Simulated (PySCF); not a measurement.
selenophene, C4H4Se, SMILES c1cc[se]c1, point group C2v.

Level: B3LYP/pcSseg-1 in PySCF (density fitting, grid level 2); geometry and Hessian at that level, cubic constants and property derivatives from steps of ±0.6 along each species' dimensionless normal coordinates, second-order vibrational perturbation theory. The parent has the commonest isotopes.

Equilibrium geometry (Å):

```
atom        x        y        z
  C1   0.7207  -0.6735  -0.1398
  C2  -0.7021  -0.6915   0.0235
  C3  -1.2774   0.5333   0.1732
 Se4  -0.0031   1.9048   0.1192
  C5   1.2841   0.5657  -0.1207
  H6   1.3078  -1.5785  -0.2691
  H7  -1.2803  -1.6113   0.0280
  H8  -2.3275   0.7579   0.3098
  H9   2.3320   0.8169  -0.2249
```

Species: parent. Output of the displacement run:

```
mode    cm-1    km/mol   phi_rrr   E(+)/cm-1  E(-)/cm-1
  1    404.40     2.43      -0.0      72.73      73.05
  2    462.97     0.17     -37.7      81.98      84.69
  3    557.77     0.00       0.2     100.57     100.52
  4    624.26     0.76      -0.1     112.31     112.65
  5    693.58     0.00      -0.7     127.87     128.00
  6    711.72   141.45       0.0     130.33     130.20
  7    767.16    20.27    -110.0     134.22     142.14
  8    839.22     1.01      -0.2     151.19     151.00
  9    895.43     0.01      -0.1     162.40     162.03
 10    933.29     0.00      -0.4     169.17     169.21
 11   1030.35     2.84     138.5     190.70     180.74
 12   1099.85     3.26      -3.0     198.47     198.69
 13   1102.13     2.16       1.9     198.85     198.86
 14   1263.99    20.84       0.6     227.62     228.06
 15   1372.04     1.33      44.2     248.70     245.51
 16   1460.25    15.82     128.5     267.79     258.54
 17   1561.84     0.28      -0.1     281.37     281.44
 18   3177.06     3.00       4.1     574.68     574.40
 19   3190.24     3.15   -1275.9     530.90     622.62
 20   3234.90     0.06      35.7     586.11     583.60
 21   3237.32     1.56    1306.6     632.19     538.25
```

For the shielding of H6 (σe = 24.43 ppm):

| mode | ω (cm⁻¹) | Σr φrrs (cm⁻¹) | ∂σ/∂q | ∂²σ/∂q² |
| --- | --- | --- | --- | --- |
| 1 | 404 | 0 | 0.000 | -0.036 |
| 2 | 463 | -183 | -0.013 | 0.002 |
| 3 | 558 | 2 | 0.000 | -0.091 |
| 4 | 624 | 1 | -0.160 | -0.006 |
| 5 | 694 | -2 | 0.000 | -0.049 |
| 6 | 712 | 0 | 0.000 | -0.189 |
| 7 | 767 | -420 | 0.069 | -0.024 |
| 8 | 839 | -2 | -0.155 | -0.028 |
| 9 | 895 | 1 | 0.000 | -0.172 |
| 10 | 933 | -2 | 0.000 | -0.194 |
| 11 | 1030 | 566 | 0.211 | -0.043 |
| 12 | 1100 | -63 | -0.029 | -0.146 |
| 13 | 1102 | 3 | -0.079 | -0.076 |
| 14 | 1264 | 5 | -0.036 | -0.220 |
| 15 | 1372 | 374 | 0.302 | -0.142 |
| 16 | 1460 | 331 | 0.173 | -0.059 |
| 17 | 1562 | 2 | 0.224 | -0.150 |
| 18 | 3177 | 1 | -1.118 | 0.171 |
| 19 | 3190 | -462 | -1.062 | 0.137 |
| 20 | 3235 | 1 | -0.118 | 0.001 |
| 21 | 3237 | 255 | 0.167 | 0.003 |

Task: Work out the zero-point average of this shielding.

Result: With ⟨qs⟩ = −Σr φrrs/(4ωs) and ⟨qs²⟩ = 1/2: the mean displacements are 0.000, 0.099, -0.001, -0.001, 0.001, 0.000, 0.137, 0.001, 0.000, 0.000, -0.137, 0.014, -0.001, -0.001, -0.068, -0.057, 0.000, 0.000, 0.036, 0.000, -0.020. The anharmonic term Σ (∂σ/∂q)⟨q⟩ is -0.09 ppm, the harmonic term ¼ Σ ∂²σ/∂q² is -0.33 ppm, so ⟨σ⟩ = 24.01 ppm.

Spin–orbit effects of the heavy atoms on shieldings are missing.
